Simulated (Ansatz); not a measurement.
Ansatz (an electronic-structure program) input (PBE/6-31G* with LANL2DZ past Ar): The .json file joins the Basis Set Exchange's 6-31G* for atoms up to Ar and LANL2DZ past it.

Ansatz 0.2 input:
```yaml
crystal:
  periodic: [false, false, false]
  atoms:
    - {symbol: C, position_ang: [-3.99220300, 0.49652700, -0.11591100]}
    - {symbol: C, position_ang: [-2.64163000, 0.87135900, 0.48752800]}
    - {symbol: C, position_ang: [-1.48055900, 0.09533800, -0.13529600]}
    - {symbol: C, position_ang: [-0.13740600, 0.47263800, 0.46953400]}
    - {symbol: Se, position_ang: [1.32054200, -0.55715000, -0.37007100]}
    - {symbol: C, position_ang: [2.78649100, 0.22334500, 0.67330400]}
    - {symbol: H, position_ang: [-4.80457800, 1.06224900, 0.34352100]}
    - {symbol: H, position_ang: [-4.01152400, 0.69703900, -1.18969000]}
    - {symbol: H, position_ang: [-4.20388200, -0.56593200, 0.02533900]}
    - {symbol: H, position_ang: [-2.65826300, 0.68995700, 1.56686900]}
    - {symbol: H, position_ang: [-2.46719900, 1.94442700, 0.36001900]}
    - {symbol: H, position_ang: [-1.65158800, -0.97773900, -0.00588500]}
    - {symbol: H, position_ang: [-1.46031800, 0.27808600, -1.21403900]}
    - {symbol: H, position_ang: [-0.11742000, 0.26268400, 1.53946400]}
    - {symbol: H, position_ang: [0.07582000, 1.53144100, 0.31886800]}
    - {symbol: H, position_ang: [2.64575400, 0.01595000, 1.73200500]}
    - {symbol: H, position_ang: [3.70588800, -0.24642600, 0.33055300]}
    - {symbol: H, position_ang: [2.84073200, 1.29611800, 0.50043300]}
basis:
  gaussian:
    orbitals: 6-31Gs+LANL2DZ.json
hamiltonian:
  xc: {name: PBE}
output: {forces: true}
```

Output:

```
Functional definition: PBE
integrals: 0.07 GiB planned
1516 factors; their error is unknown
mean field: 0.33 GiB planned
mean field evaluation 1: about -5609.4649 eV, gradient 7.8e1 eV
mean field evaluation 2: about -5588.2915 eV, gradient 1.1e2 eV
mean field evaluation 4: about -5624.2845 eV, gradient 6.0e0 eV
mean field evaluation 8: about -5624.3893 eV, gradient 1.4e-1 eV
mean field evaluation 16: about -5624.2865 eV, gradient 2.4e-4 eV
mean field -5624.28650021 eV, -206.6887166042 hartree, gradient 8.7e-6 eV, S^2 0.000000; 0 other end points of the search recorded, 0 dependent functions left out
the calculation of the forces begins
reference -5624.28653015 eV, -206.6887177047 hartree; 24, 24 occupied and 83, 83 virtual orbitals, 1516 factors
Total energy: -5624.28653015 eV, -206.6887177047 hartree
Atom 0 at    -3.992203     0.496527    -0.115911 Å, force     0.190293     0.053469     0.085705 eV/Å
Atom 1 at    -2.641630     0.871359     0.487528 Å, force    -0.044139    -0.147157    -0.159952 eV/Å
Atom 2 at    -1.480559     0.095338    -0.135296 Å, force     0.005630     0.140435     0.146868 eV/Å
Atom 3 at    -0.137406     0.472638     0.469534 Å, force    -0.297840     0.045844     0.000500 eV/Å
Atom 4 at     1.320542    -0.557150    -0.370071 Å, force     0.022378    -0.639602    -0.661297 eV/Å
Atom 5 at     2.786491     0.223345     0.673304 Å, force     0.068455     0.072861     0.086573 eV/Å
Atom 6 at    -4.804578     1.062249     0.343521 Å, force    -0.304241     0.205003     0.164926 eV/Å
Atom 7 at    -4.011524     0.697039    -1.189690 Å, force    -0.019986     0.069373    -0.394106 eV/Å
Atom 8 at    -4.203882    -0.565932     0.025339 Å, force    -0.089620    -0.387825     0.045736 eV/Å
Atom 9 at    -2.658263     0.689957     1.566869 Å, force    -0.007116    -0.057372     0.409008 eV/Å
Atom 10 at    -2.467199     1.944427     0.360019 Å, force     0.063528     0.406459    -0.037216 eV/Å
Atom 11 at    -1.651588    -0.977739    -0.005885 Å, force    -0.063112    -0.410019     0.045229 eV/Å
Atom 12 at    -1.460318     0.278086    -1.214039 Å, force     0.009284     0.065312    -0.412059 eV/Å
Atom 13 at    -0.117420     0.262684     1.539464 Å, force    -0.014449    -0.059442     0.444815 eV/Å
Atom 14 at     0.075820     1.531441     0.318868 Å, force     0.062078     0.443014    -0.038567 eV/Å
Atom 15 at     2.645754     0.015950     1.732005 Å, force    -0.011601    -0.063954     0.428296 eV/Å
Atom 16 at     3.705888    -0.246426     0.330553 Å, force     0.367380    -0.162776    -0.111036 eV/Å
Atom 17 at     2.840732     1.296118     0.500433 Å, force     0.063079     0.426377    -0.043422 eV/Å
Dipole moment:    -0.071879     0.242194     0.240371 e Å
```

The geometry given is a B3LYP-D3(BJ)/def2-TZVP minimum.
